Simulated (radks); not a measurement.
Results of a calculation; reference values are marked as such.
Cr+, 23 electrons, occupied as [Ar] 3d5. Code: a radial shooting solver on a logarithmic mesh with Libxc functionals. Model: scalar-relativistic Kohn-Sham, LDA (Slater exchange, VWN5 correlation), spin-polarised, spherical densities, finite nucleus; open shells are filled with parallel spins first; Fermi nuclear charge, rms radius 3.6452 fm.

Normalised radial functions P(r) = r R(r), r in bohr:

```
   r/bohr * 4s up (the largest magnitude, 0.64, reaches the edge; | marks zero)
 0.009284                             | *
  0.01396                             |  *
  0.02099                             |   *
  0.03132                             |   *
   0.0471                             |   *
  0.07083                             |*
   0.1065                          *  |
   0.1589                      *      |
   0.2389                      *      |
   0.3593                             |*
   0.5404                             |          *
   0.8126                             |          *
    1.212                         *   |
    1.823       *                     |
    2.741  *                          |
    4.123            *                |
     6.15                        *    |
    9.249                            *|
```

4s up (empty): eigenvalue -10.624 eV, 3 radial nodes at r = 0.0829, 0.352, 1.12 bohr, <r> = 2.96 bohr, 90 % of the charge inside 4.40 bohr.
